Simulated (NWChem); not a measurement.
TiNH3SO; SMILES [NH2][Ti]([OH])=[S]

```xyz
7

Ti    -0.0241    -0.3013    -0.1479
S     -0.0455     1.7562     0.0502
O     -1.5164    -1.2530     0.1129
H     -2.4265    -1.0220     0.3242
N      1.6428    -1.1042     0.1037
H      1.8011    -2.0983     0.2616
H      2.5159    -0.5975     0.2355
```
Atoms are numbered in this order, from 1.

Computed with NWChem. All runs use the structure optimised with PBE0/def2-SVP. Total energies compare along this basis series because the functional is fixed.

```
level            basis functions  energy (Ha)  highest occupied level (eV)  orbital gap (eV)  dipole (D)
---------------  ---------------  -----------  ---------------------------  ----------------  ----------
PBE/pcseg-1                   92   -1378.9110                        -5.83              2.25        3.57
PBE/aug-pcseg-1              147   -1378.9285                        -5.91              2.23        3.50
PBE/pcseg-2                  192   -1379.1471                        -5.82              2.22        3.53
PBE/STO-3G                    40   -1364.0660                        -1.54              2.20        3.16
PBE/def2-SVP                  92   -1378.7029                        -5.40              2.18        3.52
```
